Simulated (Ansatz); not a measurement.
Consider the ligand exchange at a Ga–S bond: `B[S][GaH][SiH3]` + NH₃ → `[NH2][GaH][SiH3]` + `BS`.

Computed with Ansatz on PBE0-D4/def2-TZVP structures; ΔE is electronic, products minus reactants. CCSD(T)/CBS is the MP2 limit (def2-TZVPP, def2-QZVPP) plus CCSD(T) − MP2 in def2-TZVPP, frozen cores. This one scheme is used for every species. DFT in def2-TZVPP. For Ga outer-core shells are correlated without core-valence functions, which leaves a few kJ/mol of doubt a bond. Scalar relativity is left out up to krypton. One conformer a species, not always the lowest.

`B[S][GaH][SiH3]`:

Cartesian coordinates in Å:
```
B -1.036 -0.078 1.919
S -1.215 1.556 1.238
Ga -0.086 1.373 -0.684
Si 0.932 -0.742 -1.230
H -1.548 -0.293 2.975
H -0.427 -0.935 1.349
H -0.075 2.704 -1.515
H -0.102 -1.808 -1.320
H 1.632 -0.653 -2.541
H 1.925 -1.125 -0.191
```

NH₃:

Z-matrix (Å, degrees):
```
N
H 1 1.013
H 1 1.013 2 107.1
H 1 1.013 2 107.1 3 -114.5
```

`[NH2][GaH][SiH3]`:

Cartesian coordinates in Å:
```
N -1.074 -0.341 -1.622
Ga -0.613 -0.730 0.091
Si 1.089 0.634 1.099
H -1.771 -0.842 -2.146
H -0.662 0.401 -2.161
H -1.385 -1.930 0.739
H 0.571 1.323 2.315
H 1.589 1.679 0.163
H 2.255 -0.193 1.523
```

`BS`:

Z-matrix (Å, degrees):
```
B
S 1 1.765
H 1 1.192 2 115.8
H 1 1.190 2 121.4 3 -180.0
H 2 1.344 1 99.2 3 180.0
```

```json
{"species": "`B[S][GaH][SiH3]`", "CAM-B3LYP energy (Eh)": "-2641.16795"}
{"species": "NH₃", "CAM-B3LYP energy (Eh)": "-56.55755"}
{"species": "`[NH2][GaH][SiH3]`", "CAM-B3LYP energy (Eh)": "-2272.85080"}
{"species": "`BS`", "CAM-B3LYP energy (Eh)": "-424.86530"}
```

Task: Work out ΔE.

Result: ΔE = (-2272.85080) + (-424.86530) − (-2641.16795) − (-56.55755) = 0.00940 Eh = +0.26 eV. CCSD(T)/CBS gives +0.37 eV.

Task: What do rigid-rotor, harmonic-oscillator terms from PBE0-D4/def2-TZVP frequencies (298.15 K, 1 bar) make of the CCSD(T)/CBS value? (Estimate.)

Result: Computed: ΔZPE = -0.05 eV, ΔH = +0.30 eV, ΔS = 16 J/(mol·K), ΔG = +0.25 eV.

Largest T1 diagnostic among the species: 0.015.

At CCSD(T), def2-SVP lies −0.13 eV from the extrapolated value and def2-TZVPP −0.01 eV. From r2SCAN to r2SCAN0 (25 % exact exchange), in def2-TZVPP and without D4, ΔE moves by +0.04 eV. Leaving LDA and LC-ωPBE aside and taking each functional with its dispersion term where it has one, the values, not all of them listed here, spread over 0.13 eV, from CAM-B3LYP-D4 to HSE06-D4. LDA lies −0.05 eV from PBE without D4.
